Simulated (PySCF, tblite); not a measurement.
BH6O3Si3 (doublet state).
Z-matrix (Å and degrees, GFN2-xTB geometry), rows numbered from 1:
```
B 
Si  1  1.9172
O   2  1.6480  1  109.99
Si  3  1.6173  2  130.75  1  -116.03
O   4  1.6254  3  109.70  2     0.79
Si  5  1.6245  4  130.64  3    -2.29
O   6  1.6172  5  109.75  4     1.45
H   1  1.1577  2  139.74  3  -127.87
H   2  1.4769  1  126.84  3   122.26
H   4  1.4555  3  107.08  2   116.09
H   4  1.4548  3  107.56  2  -115.05
H   6  1.4546  5  107.25  4  -114.83
H   6  1.4555  5  106.56  4   116.92
```

Jobs on this species (13 atoms, 77 electrons) with PySCF (density fitting) and tblite. Hardware of each: an Arm Neoverse V2 with one thread, on a shared host. Other jobs ran on the host; a repeat could differ by tens of per cent or more.

Question: Rank these jobs by wall time, shortest first.
A. UKS B3LYP, pcH-1 on B H O Si, non-relativistic, mean-field spin-orbit, GIAO; unrestricted SCF, g, hyperfine, density and orbital grids written; 265 basis functions
B. GFN2-xTB; Hessian by finite differences
C. GFN2-xTB; L-BFGS relaxation

Answer: B (0.6 s), C (1.0 s), A (98 s).

All jobs:

| level and settings | work | basis functions | SCF cycles | wall time |
| --- | --- | --- | --- | --- |
| GFN2-xTB | Hessian by finite differences | – | – | 0.6 s |
| GFN2-xTB | L-BFGS relaxation | – | – | 1.0 s |
| UKS B3LYP, pcH-1 on B H O Si, non-relativistic, mean-field spin-orbit, GIAO | unrestricted SCF, g, hyperfine, density and orbital grids written | 265 | 12 | 98 s |

Question: What do all jobs in the table cost together?

Answer: About 1.7 min; the longest takes about 98 % of that, and about 160 times as long as the shortest.
